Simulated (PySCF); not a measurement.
# Dipole moment and polarisability of `C=C/C(C)=N\NC`

Compound: C5H10N2.
Geometry (GFN2-xTB, Å), atoms numbered from 1 in this order:
```xyz
17
C5H10N2 angstrom
C     -2.431   -1.250    0.346
C     -1.127   -0.989    0.284
C     -0.539    0.306   -0.013
C     -1.451    1.454   -0.338
N      0.714    0.584   -0.033
N      1.689   -0.259    0.299
C      3.012    0.106   -0.137
H     -3.180   -0.494    0.187
H     -2.795   -2.239    0.569
H     -0.435   -1.803    0.470
H     -2.066    1.219   -1.205
H     -2.109    1.670    0.503
H     -0.853    2.334   -0.553
H      1.503   -1.259    0.335
H      3.236   -0.250   -1.150
H      3.746   -0.309    0.554
H      3.078    1.192   -0.128
```

Level: PBE0/def2-SVPD (PySCF), static field, nuclei fixed, core orbitals frozen in the response. The polarisability tensor in these axes (au):

```
x   134.88   8.05  -2.04
y     8.05  76.00  -4.98
z    -2.04  -4.98  57.03
```

Q: What are the eigenvalues, a third of the trace, and Δα (Δα² = ½Σ(αi − αj)² over the three pairs)?

A: Principal values 55.80, 76.05 and 136.06 au; mean 89.30 au = 13.23 Å³ = 14.72 × 10⁻⁴⁰ C²·m²/J; Δα = 72.29 au (81 % of the mean).

Q: What is the dipole moment, and where does it point?

A: (0.48, -1.58, -0.13) D, 1.66 D in size, pointing from the negative to the positive side. Measured along this direction, the outermost atoms are H13 at the negative end and H14 and H10 at the positive end.

Q: Estimate the molar refractivity from the static electronic polarisability.

A: Lorentz–Lorenz: R = (4π/3)N_A α = 2.5225 cm³/(mol·Å³) × 13.23 Å³ = 33.4 cm³/mol, in the limit of long wavelengths.

Q: Find the Langevin capture rate constant for O2+ (31.990 u) meeting this molecule (98.084 u), k = 2.342 × 10⁻⁹ cm³/s × √(α in Å³ / reduced mass in u).

A: The reduced mass is 24.12 u, so k = 1.73 × 10⁻⁹ cm³/s. The formula leaves out the permanent dipole, which adds to the capture rate.

Q: Rayleigh depolarisation ratio (linearly polarised light, static tensor)?

A: ρ = 3Δα²/(45ᾱ² + 4Δα²) = 15677.8/(358867 + 20903.8) = 0.0413.

Q: Give the eigenvalues of the traceless quadrupole moment Θ = ½Σq(3rr − r²1), origin at the centre of nuclear charge.

A: -6.59, -0.66, 7.24 D·Å. The values depend on the origin, since the dipole doesn't vanish. The electronic extent ⟨r²⟩ about the same centre is 1019 bohr², a root-mean-square distance of 2.30 Å for the 54 electrons.

Q: What would n − 1 = 2πNα be for an ideal gas of these molecules at 400 K and 1 atm, electronic part alone?

A: N = p/kT = 1.8347 × 10¹⁹ cm⁻³, so n − 1 = 2π × N × 13.23 × 10⁻²⁴ cm³ = 1526 × 10⁻⁶ at long wavelengths.

Geometry: GFN2-xTB, one conformer, isolated molecule.
